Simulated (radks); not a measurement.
Results of a calculation; reference values are marked as such.
Effect of the nuclear size on neutral zinc, [Ar] 3d10 4s2. Code: a radial shooting solver on a logarithmic mesh with Libxc functionals. Model: Dirac Kohn-Sham, LDA (Slater exchange, Perdew-Wang correlation), spin-unpolarised, spherical densities, finite nucleus; Fermi nuclear charge, rms radius 3.9283 fm. The rms radius is varied about that value; shifts are against it.

| rms radius (fm) | total energy shift (eV) | density at nucleus (e/bohr^3) | 1s1/2 shift (meV) | 2s1/2 shift (meV) | 2p1/2 shift (meV) | 3s1/2 shift (meV) | 3p1/2 shift (meV) |
|---|---|---|---|---|---|---|---|
| 3.4726 | -0.0510 | 2.513e+04 | -21.7 | -2.06 | 0.179 | -0.300 | 0.031 |
| 3.7555 | -0.0200 | 2.502e+04 | -8.51 | -0.811 | 0.070 | -0.118 | 0.012 |
| 3.9283 | 0 | 2.495e+04 | 0.000 | 0.000 | 0.000 | 0.000 | 0.000 |
| 4.2386 | 0.0381 | 2.485e+04 | 16.2 | 1.54 | -0.134 | 0.224 | -0.023 |
| 4.7611 | 0.108 | 2.469e+04 | 46.1 | 4.39 | -0.381 | 0.639 | -0.066 |

Slopes of the eigenvalues against <r^2> in GHz/fm^2, as finite differences over the two radii next to the reference (eigenvalue slopes, not the field-shift constants of lines): 1s1/2 1550, 2s1/2 147, 2p1/2 -12.8, 3s1/2 21.4, 3p1/2 -2.20.
